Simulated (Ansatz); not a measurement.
```yaml
crystal:
  periodic: [false, false, false]
  atoms:
    - {symbol: N, position_ang: [1.489759, 0.659876, -1.328192]}
    - {symbol: Ga, position_ang: [0.622111, -0.451500, -0.205792]}
    - {symbol: F, position_ang: [1.459109, -1.997086, -0.032451]}
    - {symbol: Si, position_ang: [-1.407407, -0.155447, 1.035004]}
    - {symbol: F, position_ang: [-1.994768, 1.309095, 0.726592]}
    - {symbol: H, position_ang: [1.179151, 1.586762, -1.561437]}
    - {symbol: H, position_ang: [2.347908, 0.408566, -1.789602]}
    - {symbol: H, position_ang: [-2.435283, -1.152112, 0.641204]}
    - {symbol: H, position_ang: [-1.171882, -0.254455, 2.497776]}
basis:
  gaussian: {orbitals: def2-SVP, final_grid: {core_spheres: 20, valence_spheres: 16, degree: 47}}
hamiltonian: {xc: {name: TPSS}, dispersion: d3bjatm}
accuracy: high
scf: {lower_state_search: off}
```

```sh
$ ansatz run in.yaml --threads 4 --pin off --events-out ev --progress --plain --max-ram 10444MiB
```

Output, abridged:

```
Error: YAML parse error: error: line 15 column 19: hamiltonian.xc: no functional is named "TPSS"; the names, which are not case-sensitive, are SVWN5, SPW92, PBE, PBE0, PBEsol, revPBE, revPBE0, RPBE, rPW86-PBE, HSE06, wPBEh, LC-wPBE, HISS, HF, BLYP, B3LYP, B3LYP5, BHLYP, CAM-B3LYP, r2SCAN, r2SCANh, r2SCAN0, r2SCAN50, m-r2SCAN, B97, wB97, wB97X, wB97X-V, B97M-V, wB97M-V, B2PLYP, B2GP-PLYP, PBE0-DH, PBE-QIDH
  --> <input>:15:19
   |
13 | basis:
14 |   gaussian: {orbitals: def2-SVP, final_grid: {core_spheres: 20, valence_spheres: 16…
15 | hamiltonian: {xc: {name: TPSS}, dispersion: d3bjatm}
   |                   ^ hamiltonian.xc: no functional is named "TPSS"; the names, which are not case-sensitive, are SVWN5, SPW92, PBE, PBE0, PBEsol, revPBE, revPBE0, RPBE, rPW86-PBE, HSE06, wPBEh, LC-wPBE, HISS, HF, BLYP, B3LYP, B3LYP5, BHLYP, CAM-B3LYP, r2SCAN, r2SCANh, r2SCAN0, r2SCAN50, m-r2SCAN, B97, wB97, wB97X, wB97X-V, B97M-V, wB97M-V, B2PLYP, B2GP-PLYP, PBE0-DH, PBE-QIDH
16 | accuracy: high
17 | scf: {lower_state_search: off}
   |
```

Question: What is wrong with this run?

Answer: The method's name isn't one that the program takes here. The program refused the input.

HSE06 is defined as in plane-wave codes.
